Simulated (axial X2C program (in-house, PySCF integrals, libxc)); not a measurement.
Potential curves of PtB, spin-free

Calculated with an axial X2C code built on PySCF integrals. Spin-free means the one-electron spin-free X2C Hamiltonian. Basis: Pt dyall-cv3z [13s14p9d6f4g], B dyall-v3z [7s6p2d1f] (cores contracted in-house); Gaussian nuclei, density fitting, unrestricted open shells. Masses: Pt 194.965 u, B 11.009 u.

State: M_S = 1/2, Λ = 0 (beyond evenly filled blocks: σα). Energies in kJ/mol from the fragments at the same level (Pt + B). Fits are polynomials in 1 − R0/R over 0.85 to 1.23 times the lowest point R0.

```csv
R (Å),HF,MP2
1.5295,-126.91,-489.56
1.5998,-192.53,-561.27
1.6525,-221.57,-590.50
1.7053,-237.66,-602.98
1.7580,-243.79,-601.97
1.8195,-241.63,-587.73
1.8811,-232.28,-563.37
1.9602,-213.40,-522.86
2.0569,-184.55,-466.65
2.1975,-139.07,-383.22
```

Correlated methods: 13 electrons correlated (number of frozen shells: Pt 5 s, 4 p, 2 d, 1 f; B 1 s), 267 virtual spin orbitals or spinors in MP2.

Occupations by symmetry block were frozen at the best pattern of an incomplete PBE0 search. De is counted from the lowest determinant-based energies of the atoms at the same level, without counterpoise correction. The determinant is spin-polarised beyond a pure state at some levels (its spin-free form has ⟨S²⟩ too high), which makes Re and μ there less reliable. Spin–orbit coupling changes these values markedly for this molecule (Re by over 0.02 Å or De by over 0.25 eV), so the spin-free numbers are a model. MP2 and coupled cluster on one determinant become unreliable at the stretched end.

Fit the HF curve near its minimum: give the equilibrium distance, the harmonic wavenumber and the well depth.

At HF, spin-free: Re = 1.773 Å, ωe ≈ 817 cm⁻¹, De = 2.53 eV to Pt + B; Be follows as 0.515 cm⁻¹.

Fit the MP2 curve near its minimum: give the equilibrium distance, the harmonic wavenumber and the well depth.

At MP2, spin-free: Re = 1.727 Å, ωe ≈ 1090 cm⁻¹, De = 6.26 eV to Pt + B; Be follows as 0.543 cm⁻¹.
